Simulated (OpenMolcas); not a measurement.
## Mn4+: moving or changing the point charges

Mn4+ among 6 point charges of -2 e arranged as a tetragonal octahedron (D4h), 1.66 Å from the ion, with the axial distance 1.444 Å.
```
   1.6600    0.0000    0.0000  -2.00
   0.0000    1.6600    0.0000  -2.00
  -1.6600    0.0000    0.0000  -2.00
   0.0000   -1.6600    0.0000  -2.00
   0.0000    0.0000    1.4442  -2.00
   0.0000    0.0000   -1.4442  -2.00
```

```
Program             : OpenMolcas
Method              : CASSCF
Basis               : ANO-RCC-VTZP [6s5p3d2f1g]
Scalar Hamiltonian  : DKH2, point nucleus
Active space        : 3 electrons in 5 orbitals (3d)
State averaging     : 2S+1 = 4 even, 10 roots; 2S+1 = 2 even, 40 roots
Spin-orbit coupling : state interaction with AMFI integrals over the reference wave functions
```

Runs around this geometry, states (labels of D4, the rotations of D4h). Energies in cm-1 above the lowest state or level, χT in cm3 K/mol.

```json
{"R (Å)": "1.66", "q (e)": "-1.6", "Ground state": "4B1", "First state of that spin": "4B2 5170", "First gap with spin-orbit (degeneracies)": "6.3 (2, 2)", "χT at 300 K": "1.633", "First state of another spin": "2B1 22293"}
{"R (Å)": "1.66", "q (e)": "-2", "Ground state": "4B1", "First state of that spin": "4B2 6442", "First gap with spin-orbit (degeneracies)": "3.8 (2, 2)", "χT at 300 K": "1.677", "First state of another spin": "2B1 22268"}
{"R (Å)": "1.79", "q (e)": "-2", "Ground state": "4B1", "First state of that spin": "4B2 4469", "First gap with spin-orbit (degeneracies)": "7.0 (2, 2)", "χT at 300 K": "1.592", "First state of another spin": "2B1 22161"}
```

Taking the first state of the same spin as R^-n, n = -ln(4469 / 6442) / ln(1.79 / 1.66) = 4.8 between the shortest and longest distance.

Scaling the charges by -1.6 / -2 = 0.80 scales the first state of the same spin by 5170 / 6442 = 0.80; with fixed orbitals a first-order splitting would follow the charge.

Without dynamic correlation the repulsion within the d shell is too large (B by tens of per cent), so at a given field states of lower spin stand too high. Point charges carry no covalency, so the field is a model and not that of real ligands. No measured value stands beside these numbers.
